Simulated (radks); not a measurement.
Results of a calculation; reference values are marked as such.
Task: Ionisation of the boron ion B2+, [He] 2s1, to B3+, [He], under several functionals. Dirac Kohn-Sham, spin-unpolarised, spherical densities, finite nucleus; a radial shooting solver on a logarithmic mesh with Libxc functionals. The NIST Atomic Spectra Database gives 37.931 eV (measured). Rank these functionals by the error of their Delta-SCF ionisation energy: LDA (Slater exchange, Perdew-Zunger correlation); AM05; OLYP.

Result: From best to worst: OLYP 37.758 eV (-0.172); LDA (Slater exchange, Perdew-Zunger correlation) 37.178 eV (-0.752); AM05 37.048 eV (-0.882). Spin polarisation and multiplet splitting are left out, so open shells lie too high by an amount that depends on their filling.

Beside tabulated values, note that spin-unpolarised runs miss the spin-polarisation part of the exchange energy of open shells.
